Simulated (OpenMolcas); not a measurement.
## Run times for triplet GaSiH3F2

GaSiH3F2 has 7 atoms, charge 0, and is taken as a triplet. As SMILES of the parent species, `[F][Ga]([F])[SiH3]`. The coordinates come from a PBE0-D4/def2-TZVP relaxation. That shape belongs to the parent species and isn't relaxed for this state.

```xyz
7

F     0.3377   -1.7169    2.0420
Ga    0.7498   -0.8722    0.5660
F     2.3046   -1.4095   -0.0293
Si   -0.6361    0.7619   -0.4869
H     0.1912    1.5941   -1.3929
H    -1.2676    1.5996    0.5615
H    -1.6795    0.0431   -1.2604
```

Program: OpenMolcas 26.06. Hardware: 1 thread of Intel Xeon 6975P-C (Granite Rapids), shared host, so times are rough. Two-electron integrals are exact unless an approximation is named.

(1) Estimate their order by wall time, quickest first.
A. energy at UHF/6-31G* (spherical functions)
B. energy at ROCCSD(T)/6-31G* (spherical functions), 16 core orbitals frozen
C. energy at USVWN5/6-31G* (spherical functions), grid UltraFine
D. energy at UHF/3-21G

## Answers

(1) D (2.9 s), A (7.8 s), C (22 s), B (62 s).
